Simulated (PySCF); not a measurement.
**[BiCl4]-: from structure and modes to constants**

Computed with PBE0 in PySCF with Bi def2-SVPD with ECP60, Cl def2-SVPD; scalar-relativistic core potentials, no spin–orbit coupling; density-fitted integrals.

The singlet minimum has Td symmetry. Masses (u): Bi 208.98038, Cl 34.96885.

```xyz
5
charge -1 multiplicity 1, angstrom
Bi    0.0000    0.0000    0.0000
Cl    1.5137   -1.5136   -1.5137
Cl    1.5137    1.5137    1.5137
Cl   -1.5137    1.5137   -1.5137
Cl   -1.5137   -1.5137    1.5137
```

Harmonic wavenumbers (cm⁻¹): 32.2 (t2, ×3), 61.7 (e, ×2), 250.5 (t2, ×3), 281.1 (a1, ×1).

Task: What is the harmonic zero-point energy?

Result: Half the sum of all 9 wavenumbers, 1253/2 = 626 cm⁻¹, which is 7.5 kJ/mol (1 cm⁻¹ = 0.0119627 kJ/mol).

Task: Find the vibrational entropy and heat capacity at 298.15 K.

Result: With u = 1.43878 ω/T, each mode gives S = R[u/(eᵘ−1) − ln(1−e⁻ᵘ)] and C = R u² eᵘ/(eᵘ−1)².
```tsv
ω (cm⁻¹)	u	S (J/(mol K))	C (J/(mol K))
32.2 (×3)	0.155	23.81	8.30
61.7 (×2)	0.298	18.42	8.25
250.5 (×3)	1.209	7.22	7.37
281.1	1.356	6.39	7.15
```
The sums over all modes are S = 136.3 and C = 70.7 J/(mol K); the softest mode gives 17 % of the entropy (each member, where degenerate).

Task: Give the standard entropy (298.15 K, 1 bar) by its translational, rotational, vibrational and spin parts, and Cp.

Result: Sackur–Tetrode with M = 348.86 u gives 181.9; rotation with symmetry number 12 gives 108.5; vibration 136.3; spin R ln 1 = 0.0. The total is 426.7 J/(mol K), and Cp = 4 R + 70.7 = 103.9 J/(mol K).

Only a few start shapes were tried, so a lower isomer may exist. The lowest empty level of this anion is unbound, so it and the gap depend on the basis. With an element this heavy the missing spin–orbit coupling can shift these numbers.
